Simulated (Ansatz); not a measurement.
Ideal-gas functions of C2HClF2Zr, SMILES `C#[C][Zr]([F])([F])[Cl]` at 600 K and 1 bar, from an Ansatz frequency run at PBE0-D4/def2-TZVP.

Molar mass 189.7 g/mol, point group Cs (symmetry number 1), electronic degeneracy 1, moments of inertia 258.646, 360.796, 439.456 u Å². Harmonic wavenumbers (cm⁻¹, unscaled): 70, 85, 129, 143, 167, 208, 216, 415, 464, 683, 690, 748, 749, 2087, 3449.

Use S(trans) = R[1.5 ln M + 2.5 ln T − 1.1517]; rotational temperatures θ = 24.2544 K / I; S(rot) = R[ln(√π/σ · √(T³/θAθBθC)) + 1.5]; for each mode x = 1.438777 ν̃/T, S = R[x/(eˣ − 1) − ln(1 − e⁻ˣ)] and H = RT x/(eˣ − 1); 1 cm⁻¹ = 0.0119627 kJ/mol; R = 8.31446 J/(mol·K).

Q: By hand: the entropy, in J/(mol·K).

A: Translation 188.8. Rotation: θ = 0.0938, 0.0672, 0.0552 K, giving 130.1. Vibration, mode by mode: 23.16, 21.55, 18.10, 17.25, 15.98, 14.18, 13.88, 8.69, 7.84, 5.08, 5.02, 4.49, 4.48, 0.34, 0.02, in all 160.1. Electronic 0.0. Sum 479.0 J/(mol·K).

Q: By hand: H − E and G − E in kJ/mol, counted from the electronic energy.

A: Zero-point energy ½ × 10303 × 0.0119627 = 61.6; thermal vibration 42.5; translation, rotation and pV give 4 RT = 20.0. H − E = 124.1 kJ/mol, and G − E = 124.1 − 600 × 479.0/1000 = -163.3 kJ/mol.

Vibration gives 33 % of the entropy, 80.1 J/(mol·K) of it from the modes under 150 cm⁻¹: soft modes count most, and the harmonic formula is weakest for them.
